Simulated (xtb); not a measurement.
H2HfI2 (SMILES [I][HfH2][I]), singlet, from a rough starting geometry (GFN-xTB shapes and energies of metal compounds can be far from the true ones); GFN2-xTB run with xtb 6.7.1.

Here is a job for xtb.
```
$ xtb mol.xyz --gfn 2 --opt vtight --json

# file mol.xyz
5

Hf    -0.26379679    -0.09666681     0.17082725
I     -0.34877399     0.97183134    -2.38567548
I      2.42852263     0.19583183     0.89163172
H     -1.25490592     0.89012774     1.24046569
H     -0.54971086    -1.90360389     0.00074656
```

The log (banner, timings and long lists left out):

```
   ID    Z sym.   atoms
    1   72 Hf     1
    2   53 I      2, 3
    3    1 H      4, 5

           -------------------------------------------------
          |                Calculation Setup                |
           -------------------------------------------------

           -------------------------------------------------
          |                 G F N 2 - x T B                 |
           -------------------------------------------------

          ...................................................
          :                      SETUP                      :
          :.................................................:
          :  # basis functions                  32          :
          :  # atomic orbitals                  29          :
          :  # shells                           11          :
          :  # electrons                        20          :
          :  max. iterations                   250          :
          :  Hamiltonian                  GFN2-xTB          :
          :  restarted?                      false          :
          :  GBSA solvation                  false          :
          :  PC potential                    false          :
          :  electronic temp.          300.0000000     K    :
          :  accuracy                    1.0000000          :
          :  -> integral cutoff          0.2500000E+02      :
          :  -> integral neglect         0.1000000E-07      :
          :  -> SCF convergence          0.1000000E-05 Eh   :
          :  -> wf. convergence          0.1000000E-03 e    :
          :  Broyden damping             0.4000000          :
          :  net charge                          0          :
          :  unpaired electrons                  0          :
          ...................................................

 iter      E             dE          RMSdq      gap      omega  full diag
   1     14.1527458  0.141527E+02  0.523E+01    1.05       0.0  T
   2      0.8880863 -0.132647E+02  0.566E+01    0.79       1.0  T
   3     -6.1975165 -0.708560E+01  0.270E+01    3.18       1.0  T
   4     -8.9469476 -0.274943E+01  0.209E+01    2.86       1.0  T
   5     -9.1045120 -0.157564E+00  0.201E+01    2.74       1.0  T
   6     -9.8081720 -0.703660E+00  0.971E+00    4.15       1.0  T
   7    -10.2022984 -0.394126E+00  0.672E+00    3.67       1.0  T
   8    -10.1681115  0.341870E-01  0.682E+00    3.85       1.0  T
   9    -10.3287772 -0.160666E+00  0.265E+00    3.96       1.0  T
  10    -10.3445325 -0.157552E-01  0.153E+00    3.93       1.0  T
  11    -10.3419000  0.263247E-02  0.107E+00    3.79       1.0  T
  12    -10.3504822 -0.858217E-02  0.183E-01    4.06       1.0  T
  13    -10.3500490  0.433152E-03  0.238E-01    4.12       1.0  T
  14    -10.3504584 -0.409402E-03  0.817E-02    4.04       1.0  T
  15    -10.3504880 -0.295640E-04  0.242E-02    4.03       1.8  T
  16    -10.3504882 -0.190722E-06  0.142E-02    4.03       3.1  T
  17    -10.3504887 -0.530297E-06  0.418E-03    4.03      10.7  T
  18    -10.3504888 -0.711194E-07  0.136E-03    4.03      33.0  T
  19    -10.3504888  0.857385E-08  0.203E-03    4.03      22.1  T
  20    -10.3504888 -0.120882E-07  0.205E-04    4.03     217.9  T
  21    -10.3504888 -0.451408E-10  0.126E-04    4.03     353.7  T

   *** convergence criteria satisfied after 21 iterations ***

         :::::::::::::::::::::::::::::::::::::::::::::::::::::
         ::                     SUMMARY                     ::
         :::::::::::::::::::::::::::::::::::::::::::::::::::::
         :: total energy             -10.333074135901 Eh    ::
         :: gradient norm              0.014923492171 Eh/a0 ::
         :: HOMO-LUMO gap              4.029103869802 eV    ::
         ::.................................................::
         :: SCC energy               -10.350486127371 Eh    ::
         :: -> isotropic ES           -0.077012275743 Eh    ::
         :: -> anisotropic ES          0.000528085527 Eh    ::
         :: -> anisotropic XC         -0.026635661199 Eh    ::
         :: -> dispersion             -0.004953787175 Eh    ::
         :: repulsion energy           0.017411991470 Eh    ::
         :: add. restraining           0.000000000000 Eh    ::
         :: total charge               0.000000000000 e     ::
         :::::::::::::::::::::::::::::::::::::::::::::::::::::

      -----------------------------------------------------------
     |                   =====================                   |
     |                        A N C O P T                        |
     |                   =====================                   |
     |               Approximate Normal Coordinate               |
     |                Rational Function Optimizer                |
      -----------------------------------------------------------
      -----------------------------------------------------------
     |                   =====================                   |
     |                        A N C O P T                        |
     |                   =====================                   |
     |               Approximate Normal Coordinate               |
     |                Rational Function Optimizer                |
      -----------------------------------------------------------

          ...................................................
          :                      SETUP                      :
          :.................................................:
          :   optimization level         verytight          :
          :   max. optcycles                   200          :
          :   ANC micro-cycles                  20          :
          :   degrees of freedom                 9          :
          :.................................................:
          :   RF solver                   davidson          :
          :   write xtbopt.log                true          :
          :   linear?                        false          :
[...]
 * total energy  :   -10.3330741 Eh     change       -0.1069083E-09 Eh
 * total energy  :   -10.3274069 Eh     change        0.5667263E-02 Eh
 * total energy  :   -10.3335227 Eh     change       -0.6115815E-02 Eh
 * total energy  :   -10.3307504 Eh     change        0.2772252E-02 Eh
 * total energy  :   -10.3335374 Eh     change       -0.2786991E-02 Eh
 * total energy  :   -10.3334148 Eh     change        0.1226652E-03 Eh
 * total energy  :   -10.3337240 Eh     change       -0.3092626E-03 Eh
 * total energy  :   -10.3337212 Eh     change        0.2832862E-05 Eh
 * total energy  :   -10.3337264 Eh     change       -0.5257119E-05 Eh
 * total energy  :   -10.3337263 Eh     change        0.1017581E-06 Eh
 * total energy  :   -10.3337265 Eh     change       -0.1954284E-06 Eh
 * total energy  :   -10.3337265 Eh     change        0.2254788E-08 Eh
 * total energy  :   -10.3337265 Eh     change       -0.9520521E-08 Eh
   *** GEOMETRY OPTIMIZATION CONVERGED AFTER 13 ITERATIONS ***
[...]
          :  -> SCF convergence          0.1000000E-05 Eh   :
          :  -> wf. convergence          0.1000000E-03 e    :
          :  Broyden damping             0.4000000          :
          :  net charge                          0          :
          :  unpaired electrons                  0          :
          ...................................................

 iter      E             dE          RMSdq      gap      omega  full diag
   1    -10.3495637 -0.103496E+02  0.828E-05    4.02       0.0  T
   2    -10.3495637 -0.202149E-11  0.530E-05    4.02     843.9  T
   3    -10.3495637  0.141753E-11  0.532E-05    4.02     840.0  T

   *** convergence criteria satisfied after 3 iterations ***

         :::::::::::::::::::::::::::::::::::::::::::::::::::::
         ::                     SUMMARY                     ::
         :::::::::::::::::::::::::::::::::::::::::::::::::::::
         :: total energy             -10.333726549826 Eh    ::
         :: gradient norm              0.000007182790 Eh/a0 ::
         :: HOMO-LUMO gap              4.017016679683 eV    ::
         ::.................................................::
         :: SCC energy               -10.349560948327 Eh    ::
         :: -> isotropic ES           -0.076754386651 Eh    ::
         :: -> anisotropic ES          0.000506549832 Eh    ::
         :: -> anisotropic XC         -0.026361292182 Eh    ::
         :: -> dispersion             -0.004884703535 Eh    ::
         :: repulsion energy           0.015834398501 Eh    ::
         :: add. restraining           0.000000000000 Eh    ::
         :: total charge              -0.000000000000 e     ::
         :::::::::::::::::::::::::::::::::::::::::::::::::::::

           -------------------------------------------------
          |                Property Printout                |
           -------------------------------------------------

    * Orbital Energies and Occupations

         #    Occupation            Energy/Eh            Energy/eV
      -------------------------------------------------------------
         1        2.0000           -0.7764132             -21.1273
         2        2.0000           -0.7733785             -21.0447
         3        2.0000           -0.6408449             -17.4383
         4        2.0000           -0.5222423             -14.2109
         5        2.0000           -0.4857123             -13.2169
         6        2.0000           -0.4723738             -12.8539
         7        2.0000           -0.4387380             -11.9387
         8        2.0000           -0.4383406             -11.9279
         9        2.0000           -0.4375174             -11.9055
        10        2.0000           -0.4373625             -11.9012 (HOMO)
        11                         -0.2897398              -7.8842 (LUMO)
        12                         -0.2892824              -7.8718
        13                         -0.2877004              -7.8287
        14                         -0.2872025              -7.8152
        15                         -0.2850441              -7.7564
        16                         -0.1068792              -2.9083
        17                          0.0084823               0.2308
        18                          0.0200239               0.5449
        19                          0.0200626               0.5459
        20                          0.0219295               0.5967
        21                          0.0237125               0.6453
       ...                                ...                  ...
        29                          0.7945638              21.6212
      -------------------------------------------------------------
                  HL-Gap            0.1476226 Eh            4.0170 eV
             Fermi-level           -0.3635511 Eh           -9.8927 eV

     #   Z          covCN         q      C6AA      α(0)
     1  72 Hf       3.255     1.070   133.799    24.900
     2  53 I        0.791    -0.282   392.821    34.216
     3  53 I        0.791    -0.282   392.821    34.216
     4   1 H        0.842    -0.253    15.979     6.266
     5   1 H        0.842    -0.253    15.978     6.266

 Mol. C6AA /au·bohr⁶  :       3473.569920
 Mol. C8AA /au·bohr⁸  :     323966.888703
 Mol. α(0) /au        :        105.864223

Wiberg/Mayer (AO) data.
largest (>0.10) Wiberg bond orders for each atom

 ---------------------------------------------------------------------------
     #   Z sym  total        # sym  WBO       # sym  WBO       # sym  WBO
 ---------------------------------------------------------------------------
     1  72 Hf   3.311 --     2 I    0.886     3 I    0.886     5 H    0.769
                             4 H    0.769
     2  53 I    1.037 --     1 Hf   0.886
     3  53 I    1.037 --     1 Hf   0.886
     4   1 H    0.936 --     1 Hf   0.769
     5   1 H    0.936 --     1 Hf   0.769
 ---------------------------------------------------------------------------

Topologies differ in total number of bonds
Writing topology from bond orders to xtbtopo.mol

molecular dipole:
                 x           y           z       tot (Debye)
 q only:       -0.787      -0.444       0.558
   full:       -2.465      -1.390       1.749       8.456
molecular quadrupole (traceless):
                xx          xy          yy          xz          yz          zz
 q only:       -1.089       0.009       2.752      -2.590       1.660      -1.663
  q+dip:       -6.176      -1.246      13.853     -10.783       8.828      -7.677
   full:       -5.497      -0.999      12.492      -9.942       7.918      -6.994

optimized geometry written to: xtbopt.xyz

           -------------------------------------------------
          | TOTAL ENERGY              -10.333726549826 Eh   |
          | GRADIENT NORM               0.000007182790 Eh/α |
          | HOMO-LUMO GAP               4.017016679683 eV   |
           -------------------------------------------------

normal termination of xtb
```
